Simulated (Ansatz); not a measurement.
The cluster Zn2Se⁺. Charge 1, multiplicity 4. Geometry r2SCAN-D4/def2-TZVP; atoms count from 1.

Cartesian coordinates in Å:
```
Zn -0.8205 -1.2655 -1.3909
Zn 1.6244 0.6435 1.0756
Se -0.8038 0.6221 0.3153
```

At PBE0-D4/def2-TZVP a doublet of charge 1 lies 0.85 eV below the quartet, each at its own geometry. The structure comes from a short search, and lower isomers may exist.

Problem. Estimate the Mulliken populations from the PBE0/def2-TZVP orbitals of Ansatz.

Solution. 
| atom | charge (e) | spin (α − β) | d electrons |
| --- | --- | --- | --- |
| Zn1 | 0.47 | 0.76 | 10.02 |
| Zn2 | 0.47 | 0.76 | 10.02 |
| Se3 | 0.06 | 1.48 | – |
Mulliken values and Mayer orders depend strongly on the basis.

Problem. Where does the spin sit?

Solution. Summed by element: Zn 1.52, Se 1.48, of 3 unpaired in all. Largest on single atoms: Se3 1.48, Zn1 0.76, Zn2 0.76.

Problem. And the Mayer bond orders between bonded heavy atoms (over 0.3)?

Solution. Zn1–Se3 0.73 (2.54 Å); Zn2–Se3 0.73 (2.54 Å).
